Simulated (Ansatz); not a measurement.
Cost and result for the atomization energy of CH₇O₂Si₂, SMILES `O[SiH]C[SiH2]O` radical (12 atoms, 11 bonds).

```xyz
12

O    -1.527   -0.459    1.615
Si   -1.823   -0.656    0.008
C    -0.570    0.301   -1.027
Si    1.162    0.209   -0.370
O     1.042    0.714    1.213
H    -0.736    0.058    1.822
H    -1.736   -2.112   -0.335
H    -0.596   -0.101   -2.045
H    -0.863    1.355   -1.084
H     2.113    1.097   -1.096
H     1.688   -1.182   -0.430
H     1.846    0.777    1.730
```

Charge 0, multiplicity 2. The structure was optimised at the PBE0-D4/def2-TZVP level. It is one conformer, not always the lowest. Program: Ansatz. All runs use 2 threads of an AMD EPYC 7R13 on a shared host and a share of an NVIDIA H100 80 GB. Times are those of one run each, without the atoms' runs, and a repeat can differ threefold. Electronic energies, without spin–orbit coupling; frozen cores. CCSD(T)/CBS adds CCSD(T) − MP2 in def2-TZVPP to the MP2 limit, and its time is that of the two runs behind it. T1 = 0.013; ⟨S²⟩ of the reference is 0.75. B3LYP takes the VWN-RPA correlation (the form of Gaussian; ORCA's B3LYP/G).

CCSD(T)/CBS is a level of theory with its own doubt, some kJ/mol a heavy atom from the limit and from the frozen cores, so smaller differences don't rank the functionals.

| level | functions | wall time | atomization (kcal/mol) | difference from CCSD(T)/CBS | per bond |
| --- | --- | --- | --- | --- | --- |
| PBE-D4/def2-TZVPP (with forces) | 275 | 2.2 s | 1031.2 | 4.8 | 0.4 |
| B2PLYP/def2-TZVPP | 275 | 2.7 s | 1010.2 | -16.2 | -1.5 |
| r2SCAN-D4/def2-TZVPP (with forces) | 275 | 2.8 s | 1027.3 | 0.9 | 0.1 |
| ωB97X-V/def2-TZVPP | 275 | 3.1 s | 1026.5 | 0.1 | 0.0 |
| B3LYP-D4/def2-TZVPP (with forces) | 275 | 3.4 s | 1021.0 | -5.4 | -0.5 |
| MP2/def2-QZVPP | 521 | 4 s | 1031.1 | 4.7 | 0.4 |
| PBE0-D4/def2-TZVPP | 275 | 4.1 s | 1015.6 | -10.8 | -1.0 |
| ωB97M-V/def2-TZVPP (with forces) | 275 | 4.3 s | 1025.0 | -1.4 | -0.1 |
| CCSD(T)/def2-TZVPP | 275 | 9.5 s | 997.0 | -29.4 | -2.7 |
| CCSD(T)/CBS(def2) | – | 14 s | 1026.4 | 0.0 | 0.0 |

From PBE to PBE0 (25 % exact exchange), in def2-TZVPP and without D4, the atomization energy moves by −14.5 kcal/mol: exact exchange takes away binding that semilocal exchange gives to molecules. The D4 term adds +11.3 kcal/mol with B3LYP and +5.9 kcal/mol with PBE0; it sums over pairs of atoms, weighted by their polarisabilities, and B3LYP, whose exchange is more repulsive, gets the larger term. In def2-TZVPP, CCSD(T) changes the Hartree–Fock value by +248.9 kcal/mol (the triples alone add +13.5 kcal/mol) and MP2 by +265.4 kcal/mol; breaking electron pairs costs correlation energy, which Hartree–Fock lacks.
